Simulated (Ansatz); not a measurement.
Basis-set extrapolation for C2H8AlNSi (PBE0-D4/def2-TZVP geometry, frozen core, Ansatz). Multiplicity 1, RHF reference.

|  | def2-TZVPP | def2-QZVPP |
| --- | --- | --- |
| HF | -665.732454 | -665.754457 |
| MP2 correlation | -0.748073 | -0.798038 |
| CCSD(T) correlation | -0.839552 | not run |

Energies in hartree. Use E(X) = E(∞) + A·exp(−7.88·√X) for Hartree–Fock and E(X) = E(∞) + B·X^(−2.97) for correlation, with X = 3 and 4, and add CCSD(T) minus MP2 of the smaller set to the MP2 limit.

What is the CCSD(T) energy at the basis-set limit?

HF limit: -665.754457 + (-0.022003) × 0.13774 = -665.75749. MP2 limit: -0.798038 + (-0.049965) × 0.74074 = -0.83505. Higher-order term: -0.839552 − (-0.748073) = -0.09148. Total: -666.68402 hartree, 294.1 kJ/mol below CCSD(T)/def2-TZVPP.
